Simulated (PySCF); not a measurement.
Computed IR spectrum (relative IR intensity) of a molecule CH7Cl2NSi2. Geometry: PBE-D3(BJ)/def2-SVP. Other conformers were not sampled. Calculation: PBE-D3(BJ)/def2-SVP in PySCF. Frequencies are harmonic and unscaled.

ν (cm⁻¹): 301 (w), 432 (m), 494 (w), 513 (s), 562 (w), 573 (s), 716 (m), 758 (s), 798 (s), 825 (vs), 859 (w), 884 (vs), 906 (m), 914 (m), 1108 (m), 1147 (m), 1343 (m), 1401 (w), 2156 (m), 2167 (s), 2181 (s), 2223 (m), 2918 (m), 2997 (vw), 3500 (w) (against the strongest line: vs over 80 %, s over 45 %, m over 15 %, w over 4 %, vw less)

Question: Which molecule gave these data?
A. CN([SiH3])[SiH](Cl)Cl
B. NC[SiH2][SiH](Cl)Cl
C. [SiH3]CN[SiH](Cl)Cl
D. N[Si@@H](Cl)C[SiH2]Cl

Answer: C, [SiH3]CN[SiH](Cl)Cl
